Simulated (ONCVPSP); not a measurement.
**Varying the ONCV potential for aluminium (Al)**

Base potential:

ONCVPSP 4.0.1 input, shortened (lines: element, Z, core and valence counts, functional; n l f; lmax; l rc ep ncon nbas qcut; lloc lpopt rc5 dvloc0; l nproj debl; icmod fcfact rcfact), PBEsol, scalar-relativistic:

```
  Al 13.00    3    2  -116133      upf
    1    0    2.00
    2    0    2.00
    2    1    6.00
    3    0    2.00
    3    1    1.00
    1
    0    2.30    0.00    3    7    2.70
    1    2.35    0.00    4    9    4.20
    4    3    1.85   -1.00
    0    2    2.30
    1    2    1.80
    3    3.75    1.60
```

Cutoffs, loose and tight: the cutoffs (Ha) at which the residual kinetic energy of the hardest occupied pseudo-wave falls to 1 and 0.1 mHa per electron. They do not see the model core or the augmentation charge, which bear on the density cutoff. Test errors are all-electron minus pseudo excitation energies from the reference, over the configurations 3s2 3p0; 3s1 3p0; 3s2 3p0.5; 3s1 3p1. A dash means not determined; rows that change the core or the reference have their own tests.

For the base: The cutoffs count occupied waves only; projector 2 of the s channel, the hardest unoccupied one, needs 31 Ha at the loose tolerance.

| change | outcome | cutoff, loose | cutoff, tight | bound ghosts | GHOST(+) flags above zero | largest test error (meV) |
| --- | --- | --- | --- | --- | --- | --- |
| base | generated | 4.1 Ha | 24 Ha | none | s | -81 |
| p: rc 1.68; local potential polynomial inside 1.68 bohr (lpopt 3, dvloc0 -1 Ha) | generated | 4.1 Ha | 58 Ha | none | s, p | -83 |
| p: rc 1.86 | generated | 4.1 Ha | 24 Ha | none | s | -82 |
| p: rc 2.08 | generated | 4.1 Ha | 24 Ha | none | s | -81 |
| p: rc 2.26 | generated | 4.1 Ha | 24 Ha | none | s | -81 |
| p: rc 2.42 | generated | 4.1 Ha | 24 Ha | none | s | -81 |
| p: rc 2.66 | generated | 4.1 Ha | 24 Ha | none | s | -81 |
| p: rc 2.84 | generated | 4.1 Ha | 24 Ha | none | s | -82 |
| p: rc 3.08 | generated | 4.1 Ha | 24 Ha | none | s | -84 |
| p: rc 3.16 | generated | 4.1 Ha | 24 Ha | none | s | -85 |
| p: rc 3.46 | generated | 4.1 Ha | 24 Ha | none | s | -88 |

Reading the sweep of the p radius (base included, trends over the rows without a ghost): The loose cutoff stays near 4.1 Ha. The median size of the test errors (rows with all tests solved) stays near 15.5 meV.
